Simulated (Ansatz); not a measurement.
Input file for Ansatz (a quantum-chemistry and plane-wave program): R-CCSD(T)/cc-pV(D+d)Z on FH3Si2 (SMILES F[Si][SiH3]), a point of a torsion scan. Files ending in .json are basis or fitting sets from the Basis Set Exchange.

Ansatz 0.2 input:
```yaml
crystal:
  periodic: [false, false, false]
  atoms:
    - {symbol: F, position_ang: [2.55638890, 0.36559016, -0.07840752]}
    - {symbol: Si, position_ang: [1.50248627, -0.90219872, 0.03859109]}
    - {symbol: Si, position_ang: [-0.55933134, 0.09269383, 0.00874047]}
    - {symbol: H, position_ang: [-1.23363387, -0.47789428, -1.17514887]}
    - {symbol: H, position_ang: [-0.95943831, 1.50859449, 0.00142362]}
    - {symbol: H, position_ang: [-1.26828614, -0.47929712, 1.17102202]}
basis:
  gaussian:
    orbitals: cc-pV_D+d_Z.json
magnetization: {spin_polarized: false}
correlation: {method: ccsd_t, electrons: outside_noble_gas}
scf: {lower_state_search: off}
```

It printed:

```
WARN ansatz: RAYON_NUM_THREADS=1 ignored (pool sized by the plan → 1); use --threads N
Functional definition: HF
these checks for a lower state are left out or cut short: stability, starts, cluster_reference, orbital_swaps, neighbouring_geometries, increment
integrals: 0.06 GiB planned
771 factors; integrals over basis functions are off by at most 9.7e-4 eV
mean field: 0.18 GiB planned
mean field evaluation 1: about -18475.6931 eV, gradient 2.7e1 eV
mean field evaluation 2: about -18475.7216 eV, gradient 2.7e1 eV
mean field evaluation 4: about -18477.6338 eV, gradient 2.6e0 eV
mean field evaluation 8: about -18477.6906 eV, gradient 1.7e-1 eV
mean field -18477.69093265 eV, -679.0426171463 hartree, gradient 3.0e-6 eV, S^2 0.000000; 0 other end points of the search recorded, 0 dependent functions left out
11 core orbitals not correlated
reference -18477.69093265 eV, -679.0426171463 hartree; 9, 9 occupied and 55, 55 virtual orbitals, 771 factors
second order -10.05681767 eV of doubles, -0.00000000 eV of singles
coupled cluster: 0.16 GiB planned
cycle   1  -10.70701830 eV  change   -6.5e-1 eV  update   1.0e-1
cycle   2  -11.09993694 eV  change   -3.9e-1 eV  update   3.7e-2
cycle   3  -11.22083149 eV  change   -1.2e-1 eV  update   2.3e-2
cycle   4  -11.21333199 eV  change    7.5e-3 eV  update   5.9e-3
cycle   5  -11.21135090 eV  change    2.0e-3 eV  update   2.3e-3
cycle   6  -11.21192448 eV  change   -5.7e-4 eV  update   7.8e-4
cycle   7  -11.21162893 eV  change    3.0e-4 eV  update   3.1e-4
cycle   8  -11.21161453 eV  change    1.4e-5 eV  update   1.3e-4
cycle   9  -11.21170678 eV  change   -9.2e-5 eV  update   5.2e-5
cycle  10  -11.21169858 eV  change    8.2e-6 eV  update   2.1e-5
perturbative correction -0.26422716 eV, -0.0097101692 hartree
Total energy: -18489.16685840 eV, -679.4643496389 hartree
Checks for a lower state left out: stability, starts, cluster_reference, orbital_swaps, neighbouring_geometries, increment
```

Self-consistency was reached.

Cost: roughly 2.8 core-seconds.
